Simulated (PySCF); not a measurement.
# 2-furylmethylsulfide (SMILES CSc1ccco1)

Cartesian coordinates in Å; atom numbers follow the order of the lines, from 1:
```xyz
13

C    -2.5222   -0.0766   -0.0581
S    -1.4321    1.3596    0.0002
C     0.1145    0.5990   -0.2865
C     1.3718    1.1347   -0.3688
C     2.2447    0.0293   -0.6201
C     1.4580   -1.0790   -0.6701
O     0.1592   -0.7357   -0.4673
H    -3.5336    0.3140    0.1165
H    -2.2689   -0.8008    0.7275
H    -2.4836   -0.5660   -1.0405
H     1.6367    2.1837   -0.2632
H     3.3248    0.0617   -0.7470
H     1.6507   -2.1355   -0.8325
```

Method: PySCF, quadratic response CAM-B3LYP/def2-TZVPD first hyperpolarisability, Taylor convention, gas phase. Geometry: PBE0-D3(BJ)/def2-SVP.

Task: Give the tensor of the second harmonic β(−2ω;ω,ω) at 1064 nm in the axes of these coordinates.

Result: In au, Taylor convention; rows are the first index (the induced dipole):
```tsv
	xx	yy	zz	xy	xz	yz
x	-148.7	-44.4	-16.4	+38.9	+19.6	-11.5
y	+41.2	+23.0	-20.1	-44.3	-11.6	+14.4
z	+19.7	+14.3	-3.2	-11.3	-18.5	-19.2
```
Norm of βᵢ = ⅓ Σⱼ (βᵢⱼⱼ + βⱼᵢⱼ + βⱼⱼᵢ): 217.3 au, hyper-Rayleigh value 84.8 au.
